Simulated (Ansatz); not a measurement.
CH7AsBNSi. The species carries charge 0 and has multiplicity 1. The bonds changed during the relaxation, so this is another structure than the one it started from. The geometry is a stationary point of PBE0-D4/def2-TZVP.

```xyz
12

B     0.707    0.216   -1.031
C    -0.568   -0.683   -1.006
N    -1.307   -0.904    0.036
As   -0.875   -0.246    1.812
Si    1.212    0.511    0.896
H     1.555   -0.207   -1.780
H    -0.947   -1.152   -1.920
H     0.272    1.274   -1.470
H    -2.151   -1.453   -0.067
H    -1.551    1.099    1.555
H     2.251   -0.345    1.542
H     1.402    1.888    1.435
```

(1) What is the dipole moment at B3LYP/def2-TZVPP? (Best estimate.)

(2) And with PBE, r2SCAN, ωB97M-V? (Best estimate.)

(3) Give the Mulliken charges with B3LYP, PBE, ωB97M-V in def2-TZVPP. (Estimate.)

## Answers

(1) Ansatz gave: 3.84 D, with components (-3.34, -1.88, 0.13) D in this frame, pointing from negative to positive charge.

(2) Ansatz gave: PBE 3.76 D, r2SCAN 3.77 D, ωB97M-V 3.92 D.

(3) The calculation gave: 
| atom | B3LYP | PBE | ωB97M-V |
| --- | --- | --- | --- |
| B1 | -0.21 | -0.21 | -0.43 |
| C2 | 0.07 | 0.07 | 0.13 |
| N3 | -0.19 | -0.15 | -0.20 |
| As4 | 0.10 | 0.08 | 0.04 |
| Si5 | 0.08 | 0.02 | 0.03 |
| H6 | 0.01 | 0.01 | 0.07 |
| H7 | 0.12 | 0.11 | 0.13 |
| H8 | 0.02 | 0.02 | 0.09 |
| H9 | 0.17 | 0.18 | 0.14 |
| H10 | 0.00 | 0.01 | 0.04 |
| H11 | -0.08 | -0.07 | -0.04 |
| H12 | -0.07 | -0.06 | -0.03 |

B3LYP here is the variant with VWN-RPA as its local correlation; programs differ in this.
